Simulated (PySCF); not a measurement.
Species: CF3SO2Cl.
Numbering: `[O:1]=[S:2](=[O:3])([Cl:4])[C:5]([F:6])([F:7])[F:8]`

Structure used (PBE0-D3(BJ)/def2-SVP), in Å, numbered top down from 1:
```xyz
8
CClF3O2S angstrom
O      1.326   -0.178    1.467
S      0.953   -0.116    0.077
O      1.411   -1.054   -0.917
Cl     1.302    1.802   -0.611
C     -0.919   -0.094   -0.007
F     -1.327   -1.294    0.340
F     -1.383    0.804    0.829
F     -1.303    0.180   -1.232
```

Jobs on this species (8 atoms, 82 electrons) with PySCF (density fitting). Hardware of each: an Arm Neoverse V1 with one thread, on a shared host. Other jobs ran on the host; a repeat could differ by tens of per cent or more. Peak memory is the resident size of the whole Python process, interpreter and libraries included.

```json
{"level and settings": "PBE0-D3(BJ)/def2-SVP, grid level 1", "work": "geometry optimisation from a GFN2-xTB start shaken at random", "basis functions": "120", "SCF cycles": "?", "wall time": "?", "peak memory": "?"}
{"level and settings": "PBE0/pcSseg-2", "work": "shieldings, charges and field gradients", "basis functions": "302", "SCF cycles": "14", "wall time": "52 s", "peak memory": "1.5 GiB"}
{"level and settings": "PBE0/pcSseg-0", "work": "shieldings, charges and field gradients", "basis functions": "80", "SCF cycles": "16", "wall time": "6.7 s", "peak memory": "0.48 GiB"}
```

Fill in the missing figures.

- PBE0-D3(BJ)/def2-SVP, grid level 1; geometry optimisation from a GFN2-xTB start shaken at random: 55 s, 0.52 GiB, 66 SCF cycles

What do all jobs in the table cost together?

About 1.9 min; the longest takes about 48 % of that, and about 8.2 times as long as the shortest.
